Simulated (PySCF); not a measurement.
Species: sum formula Si₂H₅F, net charge 0, singlet state. SMILES: F[SiH2][SiH3]
Geometry: optimised at B3LYP-D3(BJ)/def2-TZVP (Ansatz).

Dispersion corrections to the total energy (kcal/mol) from the dftd3 and dftd4 libraries through PySCF: D3(BJ) without and D4 with the three-body term, each with the damping fitted for the functional named.

```csv
functional,D3(BJ),D4
B2PLYP,-2.99,-2.17
PBE,-3.24,-3.13
PW6B95,?,-2.65
BHLYP,-5.06,?
CAM-B3LYP,-2.81,-2.71
BP86,-5.69,-4.26
HF,?,-10.70
```

Question: What belongs in the gaps?

Answer: 
- PW6B95, D3(BJ): -1.95
- BHLYP, D4: -4.14
- HF, D3(BJ): -27.04
